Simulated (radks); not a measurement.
Q: All-electron atom: the erbium ion Er3+ in [Xe] 4f11 (the NIST ground configuration). Method: scalar-relativistic Kohn-Sham, LDA (Slater exchange, VWN5 correlation), spin-polarised, spherical densities, point nucleus; open shells are filled with parallel spins first (spin-orbit coupling, left out, can overturn this in heavy ions); computed with a radial shooting solver on a logarithmic mesh with Libxc functionals. Some entries of the table are withheld. Estimate them.

orbital  occ.  eigenvalue (hartree)  <1/r> (bohr^-1)
1s down     1             -2107.878            77.52
1s up       1             -2107.878            77.52
2s up       1             -355.1761            18.04
2s down     1             -355.1739            18.04
2p up       3             -314.3975            16.67
2p down     3             -314.3958            16.67
3s up       1             -80.55445            6.650
3s down     1             -80.50400            6.652
3p up       3             -68.15179            6.214
3p down     3             -68.10159            6.217
3d up       5             -52.59317            5.892
3d down     5             -52.55404            5.895
4s up       1             -16.90133            2.815
4s down     1             -16.80029            2.814
4p up       3             -12.81544            2.576
4p down     3             -12.71629            2.575
4d up       5              -7.34162            2.278
4d down     5              -7.24518            2.275
5s up       1              -3.04504              (1)
5s down     1              -2.99991              (2)
5p up       3                   (3)           0.9150
5p down     3                   (4)           0.9065
4f up       7                   (5)            1.716
4f down     4                   (6)            1.698

A: 
(1) 5s up <1/r> (bohr^-1): 1.085
(2) 5s down <1/r> (bohr^-1): 1.077
(3) 5p up eigenvalue (hartree): -2.06063
(4) 5p down eigenvalue (hartree): -2.02741
(5) 4f up eigenvalue (hartree): -1.35421
(6) 4f down eigenvalue (hartree): -1.26863
